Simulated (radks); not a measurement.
Numerical settings for the silicon ion Si8+, [He] 2s2 2p2. All-electron calculation, Dirac Kohn-Sham, PBE, spin-unpolarised, spherical densities, point nucleus; open shells fill j = l - 1/2 first. Program: a radial shooting solver on a logarithmic mesh with Libxc functionals. The defaults (mesh step 0.008 in ln r, mesh end at 40 bohr or more with all orbitals vanishing there, Anderson mixing 0.5 over 9 steps, residual threshold near 1e-9 with the energy settled to 1e-9 hartree or 1e-11 of itself, here a cap of 79 iterations) give E = -251.9539 hartree and 2p1/2 at -323.98 eV in 13 iterations. Run on one thread of a shared host, so times are rough (Intel(R) Xeon(R) Platinum 8488C): 0.05 s of CPU time, 0.05 s wall, 13 iterations on 2476 mesh points. Changes against that run (0 stands for a change within the tolerance of the run):

setting                    iterations  converged  E (mhartree)  e(2p1/2) (meV)  CPU (s)
mesh step in ln r 0.003            13        yes             0               0      0.1
mesh step in ln r 0.12             79         no     -1.13e+06               -     0.09
mesh step in ln r 0.005            13        yes             0               0     0.06
mesh end (bohr) 400                13        yes             0               0     0.07
mesh end (bohr) 5                  13        yes             0               0     0.06
residual threshold 0.001            7        yes             0           +0.13     0.05
residual threshold 1e-16           79         no             0               0     0.19
mixing 1                            9        yes             0               0     0.04
linear mixing, mixing 0.5          31        yes             0               0      0.1
linear mixing, mixing 0.2          79         no             0               0     0.21
mixing history 2                   22        yes             0               0     0.07
iteration cap 2                     2         no          +378       -7.96e+04     0.01

No run marked as converged misses the energy by more than 1 mhartree. A mesh that ends early acts as a hard wall.
